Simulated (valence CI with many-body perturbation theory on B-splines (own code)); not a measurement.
Which ion has this spectrum?

A relativistic CI+MBPT calculation for an atom or ion with 23 electrons gives these levels (cm⁻¹):

```csv
J,Parity,E,g
5/2,even,0,1.64
5/2,even,102870,1.20
7/2,even,167309,1.14
3/2,even,172884,1.28
11/2,even,176368,1.15
9/2,even,196168,1.15
5/2,even,202418,1.13
1/2,even,212040,1.88
7/2,even,242627,1.14
5/2,even,263324,1.21
7/2,even,291922,1.20
3/2,even,293440,0.82
11/2,even,297760,1.06
9/2,even,312089,1.14
```

The energies are calculated, and their last digits are not significant.

Question: Which is it?
A. Xe31+
B. Ba33+
C. Ce35+
D. Pr36+

Answer: B. Ba33+, ground level (3d3/2^4 3d5/2) J=5/2.
